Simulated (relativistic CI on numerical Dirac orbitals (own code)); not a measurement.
**What each ingredient does to the levels of Ho+**

Base calculation: Dirac-Coulomb-Breit CI, orbitals from a KLI potential per configuration, QED by a radiative potential, valence Slater integrals scaled by 0.85, P86 correlation energy added to each configuration.

CI space (outside the closed core [Xe]): 4f11.6s, 4f11.5d, 4f11.6p, 4f10.6s2, 4f11.6d, 4f11.7s, 4f12, 4f11.7p, 4f11.8s, 4f11.5f, 4f11.7d, 4f11.8p, 4f10.7s2. The list is cut by size and lacks configurations that can hold low levels.

Variants: (1) self-excluded LDA correlation estimate; (2) Slater integrals left unscaled; (3) Breit term removed. Shifts of the energy above 4f10.6s2 5I_8, in cm⁻¹, for the lowest level and the first level of each name with at least 55 % of one term (blank where a level changes its place among those of its configuration and J or its character, or is not in the variant):

| Level | Base | Δ(1) | Δ(2) | Δ(3) |
| --- | --- | --- | --- | --- |
| 4f10.6s2 5I_8 | 0.0 | 0.0 | 0.0 | 0.0 |
| 4f10.6s2 5I_7 | 5076.1 | 0.0 | -68.2 | +231.5 |
| 4f11.6s 5I°_8 | 7648.2 | -489.6 | +2538.3 | +903.6 |
| 4f11.6s 3I°_7 | 8503.7 | -488.2 | +2688.0 | +903.8 |
| 4f10.6s2 5I_6 | 8590.4 | 0.0 | +27.9 | +309.1 |
| 4f10.6s2 5I_5 | 11147.2 | 0.0 | +171.6 | +309.0 |
| 4f10.6s2 5I_4 | 13191.3 | 0.0 | +239.5 | +346.6 |
| 4f11.6s 5I°_7 | 13343.8 | -489.1 | +2601.1 | +1183.9 |
| 4f11.6s 5I°_6 | 13647.3 | -488.9 | +2633.9 | +1185.7 |
| 4f11.6s 5I°_5 | 16554.6 | -489.3 | +2868.0 | +1179.9 |
| 4f10.6s2 5F_5 | 17096.9 | 0.0 | +2749.7 | -210.1 |
| 4f11.6s 5I°_4 | 18475.7 | -489.5 | +3138.0 | +1080.7 |
| 4f10.6s2 5S_2 | 19743.9 | 0.0 | +3008.1 | -337.6 |
| 4f10.6s2 3K_8 | 19908.8 | 0.0 | +3015.7 | +169.8 |
| 4f10.6s2 5F_4 | 20425.7 | 0.0 | +2670.4 | -36.9 |
| 4f11.6s 5F°_5 | 22301.6 | -489.8 | +4779.6 | +893.4 |
| 4f10.6s2 5F_3 | 22404.5 | 0.0 | +2688.2 | +27.4 |
| 4f11.5d 5G°_6 | 22515.8 | -1310.1 | +2119.4 | +915.9 |
| 4f11.5d 5H°_7 | 23008.2 | -1312.8 | +2176.9 | +948.6 |
| 4f11.5d 5L°_10 | 23401.6 | -1315.2 | +2255.5 | +1007.6 |
| 4f10.6s2 5F_1 | 23871.8 | 0.0 | +2887.7 | -24.2 |
| 4f11.5d 5I°_8 | 24537.4 | -1312.6 | +2451.3 | +963.3 |

For a near-neutral ion this model can misplace configurations by up to about 10,000 cm⁻¹ (more where the count of f electrons changes) and terms by 10 to 25 % of their spread. Rates follow the energies as ν³ (E1, M1) or ν⁵ (E2), so they and the lifetimes can be off by large factors. The fine structure of a lone outer electron comes out too small, for d and f at times inverted, and misplaced configurations move strength between like terms. 2 of the 30 excited levels that our extract of the measured tables holds in this range could be paired (the sources list more); they are missed by 2675 cm⁻¹ on average and 2845 at most, and levels without a partner can miss by more. Some levels of the ground configuration have no partner and can miss by 10 % or more. The computed lowest level isn't the tabulated ground level, which NIST ASD gives as 4f11 (4I*<15/2>) 6s<1/2> (15/2,1/2)°8.

Ionisation energy from the two ground configurations alone: base 11.32 eV; self-excluded LDA correlation estimate 11.46 eV; Slater integrals left unscaled 11.33 eV; Breit term removed 11.33 eV. The NIST ASD value (semi-empirical) is 11.781 eV. The gap of more than 2 % comes from missing correlation, or from a tabulated value that is itself an estimate.

LS names give the leading component of a level, which can be under half, so a name can repeat, a term be missing and a line seem to break the LS rules.
